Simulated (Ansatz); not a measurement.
Reaction (ligand exchange at the Si–S bond): `C=N[SiH2]S` + `N[SiH3]` → `C=N[SiH2]N[SiH3]` + H₂S

Calculated with Ansatz (gas phase, PBE0-D4/def2-TZVP geometries, no zero-point term in ΔE). CBS: MP2 limit from def2 TZ/QZ plus the TZ coupled-cluster correction, frozen cores. This one scheme is used for every species. Functionals use def2-TZVPP. Each species was taken in one conformer, which may not be the lowest.

**Question.** Is it downhill or uphill in electronic energy at CCSD(T)/CBS, and by how much? (Best estimate.)

**Answer.** Ansatz gave: Downhill: ΔE = -2.1 kcal/mol.

**Question.** What do these levels give: LDA (SPW92), r2SCANh-D4, CAM-B3LYP-D4, B2PLYP, BLYP, HF/def2-QZVPP? (Estimate.)

**Answer.** The calculation gave: LDA (SPW92) -0.6, r2SCANh-D4 -0.9, CAM-B3LYP-D4 -2.9, B2PLYP -1.7, BLYP -0.4, HF/def2-QZVPP -3.2 kcal/mol.

**Question.** What do rigid-rotor, harmonic-oscillator terms from PBE0-D4/def2-TZVP frequencies (298.15 K, 1 bar) make of the CCSD(T)/CBS value? (Estimate.)

**Answer.** Ansatz gave: ΔZPE = -1.8 kcal/mol, ΔH = -3.5 kcal/mol, ΔS = -6 J/(mol·K), ΔG = -3.1 kcal/mol. Modes under 50 cm⁻¹ make the entropy rough.

Largest T1 diagnostic among the species: 0.013.

From BLYP to BHLYP (50 % exact exchange), in def2-TZVPP and without D4, ΔE moves by −1.7 kcal/mol. At CCSD(T), def2-SVP lies −1.5 kcal/mol from the extrapolated value and def2-TZVPP −0.6 kcal/mol. The D4 term adds −1.1 kcal/mol with B3LYP and −0.7 kcal/mol with PBE0; it sums over pairs of atoms, weighted by their polarisabilities, and B3LYP, whose exchange is more repulsive, gets the larger term.

B3LYP here is the variant with VWN-RPA as its local correlation; programs differ in this.
